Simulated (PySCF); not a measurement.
This script is equivalent to a calculation on Ge(3+) (germanium, charge +3).

```python
from pyscf import gto, scf, dft, mp, cc
import basis_set_exchange as bse
mol = gto.M(atom="Ge 0 0 0", charge=3, spin=1, symmetry="D2h",
            basis=gto.basis.parse(bse.get_basis("aug-cc-pVTZ-DK", elements=["Ge"], fmt="nwchem")),
            nucmod="G")
mf = scf.UHF(mol).sfx2c1e()
mf.irrep_nelec = {'Ag': (6, 5), 'B1g': (1, 1), 'B2g': (1, 1), 'B3g': (1, 1), 'B1u': (2, 2), 'B2u': (2, 2), 'B3u': (2, 2)}
mf.kernel()
```

Question: What total energy does it give?

Answer: -2095.03570 hartree (calculated).

Question: Which occupied shell lies highest, and where?

Answer: 4s α, at -44.730 eV.

Question: What is ⟨S²⟩, and what would a pure spin state give?

Answer: 0.750, against 0.75.
